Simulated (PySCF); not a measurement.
InEt2(CN), C₅H₁₀InN.
Structure used (PBE0-D3(BJ)/def2-SVP), in Å, numbered top down from 1:
```
atom  x, y, z in Å
In1    0.1575    0.1161   -0.1668
C2     2.1399   -0.3410    0.5681
C3     2.1945   -1.6170    1.3986
H4     2.5206    0.5296    1.1250
H5     2.7717   -0.4285   -0.3329
H6     3.2300   -1.8629    1.6893
H7     1.6129   -1.5306    2.3298
H8     1.7933   -2.4835    0.8507
C9    -1.0635    1.8020   -0.7544
C10   -2.5309    1.4429   -0.9466
H11   -0.6203    2.1935   -1.6862
H12   -0.9300    2.5976   -0.0034
H13   -3.1198    2.3164   -1.2737
H14   -2.6671    0.6532   -1.7013
H15   -2.9916    1.0708   -0.0181
C16   -0.9691   -1.7330   -0.4363
N17   -1.5567   -2.7262   -0.5814
```

Level of theory: PBE0-D3(BJ)/def2-SVP geometry optimisation, gas phase, def2 core potentials past Kr (PySCF 2.14.0).

Masses are those of the commonest isotopes; rigid-rotor values at the optimised geometry. The values belong to one conformer.

(1) Give the principal moments of inertia and the rotational constants in GHz.

(2) Classify the top.

(3) Is it planar, by Δ = Ic − Ia − Ib?

(4) List the rotational levels J(Ka,Kc) to J = 3 (MHz).

(5) Which lines would a microwave search look for?

(6) Estimate the classical rotational partition function at 50 K, 100 K and 200 K.

Results:

(1) Ia = 233.92, Ib = 422.41, Ic = 631.16 u·Å²; 505379 MHz·u·Å²/I gives 2161, 1196 and 800.7 MHz, that is A = 2.1605, B = 1.1964, C = 0.8007 GHz.

(2) An asymmetric top. Ray's parameter κ = (2B − A − C)/(A − C) = -0.418; −1 is the prolate and +1 the oblate limit.

(3) Not planar: Δ = Ic − Ia − Ib = -25.16 u·Å². For a rigid frame Δ = −2 Σ m c², so Σ m c² = 12.58 u·Å² lies off the ab plane: 7.69 from hydrogen and 4.89 from heavier atoms. The atom farthest from that plane is 1.54 Å away.

(4) Above 0(0,0):
J = 1: 1(0,1) 1997, 1(1,1) 2961, 1(1,0) 3357
J = 2: 2(0,2) 5892, 2(1,2) 6560, 2(1,1) 7747, 2(2,1) 10639, 2(2,0) 10738
J = 3: 3(0,3) 11523, 3(1,3) 11902, 3(1,2) 14260, 3(2,2) 16631, 3(2,1) 17090, 3(3,1) 22496, 3(3,0) 22512
The levels of one J sum to (2J + 1)J(J + 1)(A + B + C)/3.

(5) The dipole components are |μa| = 0.15 D, |μb| = 5.21 D, |μc| = 0.01 D. The squared components, which scale the intensities, stand as 0.00 : 1.00 : 0.00 (a : b : c). Some lines, for components of 0.1 D or more:

```json
{"type": "b", "branch": "R", "J(Ka,Kc)": "5(3,2) ← 4(4,1)", "MHz": "2595", "lower level (cm⁻¹)": "1.289"}
{"type": "b", "branch": "Q", "J(Ka,Kc)": "3(2,1) ← 3(1,2)", "MHz": "2830", "lower level (cm⁻¹)": "0.476"}
{"type": "b", "branch": "R", "J(Ka,Kc)": "4(2,2) ← 3(3,1)", "MHz": "3256", "lower level (cm⁻¹)": "0.750"}
{"type": "a", "branch": "R", "J(Ka,Kc)": "2(1,2) ← 1(1,1)", "MHz": "3599", "lower level (cm⁻¹)": "0.099"}
{"type": "b", "branch": "R", "J(Ka,Kc)": "3(1,2) ← 2(2,1)", "MHz": "3621", "lower level (cm⁻¹)": "0.355"}
{"type": "a", "branch": "Q", "J(Ka,Kc)": "4(1,3) ← 4(1,4)", "MHz": "3849", "lower level (cm⁻¹)": "0.632"}
{"type": "b", "branch": "Q", "J(Ka,Kc)": "4(1,3) ← 4(0,4)", "MHz": "4031", "lower level (cm⁻¹)": "0.626"}
{"type": "b", "branch": "Q", "J(Ka,Kc)": "3(2,2) ← 3(1,3)", "MHz": "4729", "lower level (cm⁻¹)": "0.397"}
{"type": "b", "branch": "R", "J(Ka,Kc)": "3(0,3) ← 2(1,2)", "MHz": "4963", "lower level (cm⁻¹)": "0.219"}
{"type": "a", "branch": "R", "J(Ka,Kc)": "3(1,3) ← 2(1,2)", "MHz": "5342", "lower level (cm⁻¹)": "0.219"}
{"type": "a", "branch": "R", "J(Ka,Kc)": "5(0,5) ← 4(0,4)", "MHz": "8798", "lower level (cm⁻¹)": "0.626"}
{"type": "a", "branch": "R", "J(Ka,Kc)": "5(4,1) ← 4(4,0)", "MHz": "10221", "lower level (cm⁻¹)": "1.289"}
{"type": "b", "branch": "R", "J(Ka,Kc)": "4(2,3) ← 3(1,2)", "MHz": "10281", "lower level (cm⁻¹)": "0.476"}
{"type": "b", "branch": "R", "J(Ka,Kc)": "3(3,0) ← 2(2,1)", "MHz": "11873", "lower level (cm⁻¹)": "0.355"}
```

(6) Point group C1, symmetry number σ = 1; q = (√π/σ)·√((kT/h)³/(ABC)), k/h = 20836.6 MHz/K: 41400 at 50 K, 117000 at 100 K, 331000 at 200 K.

Not checked by PBE0-D3(BJ)/def2-SVP frequencies. Zero-point vibration and centrifugal distortion are left out. A rigid rotor knows nothing of internal rotation, which can split or shift real lines. Quadrupole hyperfine structure (14N) is left out.

Time: 5.6 min of wall time; peak memory 0.70 GiB. Hardware: Arm Neoverse V1, one thread (shared host). This is the geometry optimisation.
